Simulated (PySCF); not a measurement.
Ge(H)2(Cl)(Et) (C2H7ClGe), SMILES [Cl][GeH2][CH2]C.

Geometry optimised at PBE-D3(BJ)/def2-SVP. One conformer was computed; it need not be the lowest.

Method: PBE-D3(BJ)/def2-SVP in PySCF 2.14.0.

Frequencies are harmonic and unscaled.

```
mode  ν (cm⁻¹)  IR (km/mol)  moving atoms (share of kinetic energy)
----  --------  -----------  --------------------------------------
1           69          0.5         C 36 %, H 35 %, Cl 20 %, Ge 9 %
2          130          1.6         H 36 %, C 28 %, Cl 26 %, Ge 9 %
3          217          0.3                          H 67 %, C 28 %
4          260          0.9                 H 55 %, C 30 %, Ge 11 %
5          400         40.4                        Cl 68 %, Ge 31 %
6          460         17.8                 H 76 %, Ge 12 %, C 11 %
7          563         12.2                 C 53 %, H 35 %, Ge 12 %
8          619          1.1                                  H 92 %
9          676         32.7                          H 85 %, C 13 %
10         754        117.6                                  H 92 %
11         836         76.4                                  H 98 %
12         941          8.2                          H 85 %, C 15 %
13         957          6.2                          H 80 %, C 20 %
14        1034          8.9                          C 70 %, H 30 %
15        1194          3.8                          H 66 %, C 34 %
16        1206          1.9                          H 77 %, C 22 %
17        1345          1.8                          H 82 %, C 18 %
18        1381          3.2                          H 90 %, C 10 %
19        1423          6.6                                  H 97 %
20        1428          5.5                                  H 97 %
21        2071         99.6                                  H 99 %
22        2086        129.3                                  H 98 %
23        2968         26.9                                  H 97 %
24        2979          9.4                                  H 95 %
25        3036          1.2                           H 91 %, C 9 %
26        3053         16.0                           H 91 %, C 9 %
27        3064         11.9                           H 91 %, C 9 %
```
